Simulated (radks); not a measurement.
Valence configurations of the mercury ion Hg+ (all share [Xe]). All-electron calculation, scalar-relativistic Kohn-Sham, LDA (Slater exchange, Perdew-Wang correlation), spin-polarised, spherical densities, point nucleus; open shells are filled with parallel spins first (spin-orbit coupling, left out, can overturn this in heavy ions). Program: a radial shooting solver on a logarithmic mesh with Libxc functionals. Energies are relative to 4f14 5d10 6s1; eigenvalues in eV for spin up.

valence,E (eV),moment (Bohr magnetons),e(4f),e(5d),e(6p),e(6s)
4f14 5d10 6s1,0.000,1,-105.42,-19.222,-,-15.417
4f14 5d10 6s0.5 6p0.5,3.749,1,-106.36,-20.068,-8.496,-16.030
4f14 5d9 6s2,4.718,1,-109.22,-21.965,-,-16.410
4f14 5d10 6p1,7.538,1,-107.27,-20.888,-8.979,-
4f14 5d9 6s1 6p1,11.926,3,-110.96,-23.760,-9.803,-18.057
4f14 5d9 6p2,20.290,3,-112.69,-25.294,-10.618,-
4f13.5 5d9.5 6s2,49.846,1,-115.58,-22.552,-,-16.440
4f13 5d10 6s2,97.496,1,-122.02,-23.137,-,-16.467
4f12 5d10 6s1 6p2,225.80,5,-142.98,-31.021,-11.506,-20.794
4f12 5d9 6s2 6p2,237.66,5,-147.48,-34.227,-11.984,-21.824

NIST lists [Xe] 4f14 5d10 6s1 as the ground configuration; this level of theory agrees among the configurations tried. The energies are those of spherical high-spin densities, not of single terms.
